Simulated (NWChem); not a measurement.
C3H3ClF2; SMILES F/C(C)=C(\Cl)F

Results from NWChem. Pople sets run with spherical d functions. Structure relaxed at the PBE0/def2-SVP level. Level: M05-2X/6-31G* with COSMO at NWChem's default radii, gas-phase geometry; rows give the dielectric constant.

For dielectric constant 7.6:

```yaml
electrostatic solvation energy (kcal/mol): -1.9
dipole in solution (D): 2.27
```

Problem. Estimate the same quantities for dielectric constant 1.5.

Solution. 
| Property | Result |
|---|---|
| electrostatic solvation energy (kcal/mol) | -0.7 |
| dipole in solution (D) | 2.00 |
